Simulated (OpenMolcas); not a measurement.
# S⁴⁺: effect of the basis set

```yaml
Program: OpenMolcas 26.06
Method: "SS-CASPT2, IPEA 0.25 Eh, imaginary shift 0.1 Eh (closed shells correlated: 2s 2p)"
Active_space: 2 electrons in 4 orbitals (3s 3p)
State_averaging: 2S+1 = 3 even, 3 roots; 2S+1 = 1 even, 7 roots; 2S+1 = 3 odd, 3 roots; 2S+1 = 1 odd, 3 roots
Spin-orbit_coupling: RASSI with atomic mean-field integrals over the reference wave functions, term energies averaged over their components
```

A. ANO-RCC-VDZP [4s3p1d], DKH2, point nucleus; CASPT2 step of the order of 1.2 core-seconds
B. ANO-RCC-VTZP [5s4p2d1f], DKH2, point nucleus; CASPT2 step of the order of 1.6 core-seconds
C. ANO-L-VTZP [5s4p2d1f], non-relativistic, point nucleus; CASPT2 step roughly 2 core-seconds
D. ANO-R2 [5s4p3d1f], X2C, finite nucleus; CASPT2 step of the order of 1.5 core-seconds
E. ANO-RCC-VQZP [6s5p3d2f1g], DKH2, point nucleus; CASPT2 step of the order of 1.9 core-seconds
F. ANO-R3 [6s5p4d3f1g], X2C, finite nucleus; CASPT2 step roughly 2.8 core-seconds

Energies in cm-1 above 3s2 1S0, the measured ground level; measured values from NIST levels in Podobedova, Kelleher and Wiese, J. Phys. Chem. Ref. Data 38, 171 (2009); Martin, Zalubas and Musgrove, J. Phys. Chem. Ref. Data 19, 821 (1990).

| Level | A | B | C | D | E | F | Measured |
| --- | --- | --- | --- | --- | --- | --- | --- |
| 3s2 1S0 | 0.0 | 0.0 | 0.0 | 0.0 | 0.0 | 0.0 | 0.0 |
| 3s 3p 3P* 0 | 85310 | 82390 | 80990 | 82930 | 82580 | 82970 | 83024 |
| 3s 3p 3P* 1 | 85570 | 82720 | 81320 | 83250 | 82910 | 83300 | 83394 |
| 3s 3p 3P* 2 | 86110 | 83400 | 81980 | 83920 | 83580 | 83970 | 84155 |
| 3s 3p 1P* 1 | 133970 | 130820 | 129790 | 128650 | 130010 | 128580 | 127151 |
| 3p2 3P0 | 206690 | 200520 | 197770 | 200310 | 200700 | 200320 | 199967 |
| 3p2 3P1 | 206960 | 200870 | 198110 | 200660 | 201050 | 200680 | 200371 |
| 3p2 3P2 | 207450 | 201420 | 198680 | 201170 | 201550 | 201130 | 201146 |
| 3p2 1D2 | 211140 | 203520 | 201170 | 202790 | 203090 | 202380 | 193739 |
| 3p2 1S0 | 245630 | 238520 | 236460 | 236490 | 237160 | 235640 | 235350 |

Deviations, from unrounded energies. A percentage is the sum of absolute deviations over the sum of measured energies, with the sign that they share, or ± where signs differ.

| Against measurement | Levels | A | B | C | D | E | F |
| --- | --- | --- | --- | --- | --- | --- | --- |
| mean absolute deviation (cm-1) | 9 | 6700 | 2200 | 2700 | 1400 | 1900 | 1300 |
| other configurations (%) | 9 | +4.3 | ±1.4 | ±1.7 | ±0.9 | ±1.2 | ±0.8 |

F lies closest to measurement on these levels and A furthest from it. The largest miss of F in the table is 3p2 1D2, by +8600 cm-1. The ranking rests on the paired levels alone, and a cruder setting can come out closer through cancelling errors.

Among A to F the level of the table that moves most is 3p2 1S0, by 10000 cm-1 (lowest in F, highest in A). Moves below CASPT2's spread within the term are not significant.

CASPT2 does not keep the components of a term degenerate, so their means are used; among the terms shown or strongly mixed into the levels shown the widest spread is 370 cm-1 (3p2 1D, C). Over all roots computed the reference weight is 0.93 to 1.00 in A, 0.93 to 1.00 in B, 0.93 to 1.00 in C, 0.92 to 0.99 in D, 0.92 to 1.00 in E, 0.92 to 0.99 in F; the roots of lowest weight are the least certain, and an intruder state may touch them. The ¹D term of p² mixes with s d, which this space lacks. The basis is small and was not contracted for so high a charge (holds for A). Some levels mix across a computed gap that differs much from the measured one, so their mixing is not that of the real levels (holds for B; D; E; F). Computed and measured levels are paired by configuration, term and J; levels that our copy of the source lacks, or whose pairing is in doubt (as where it misses far off the trend of its configuration), stay unpaired and out of the deviations. Levels of configurations outside the active space are missing.

* marks odd parity.
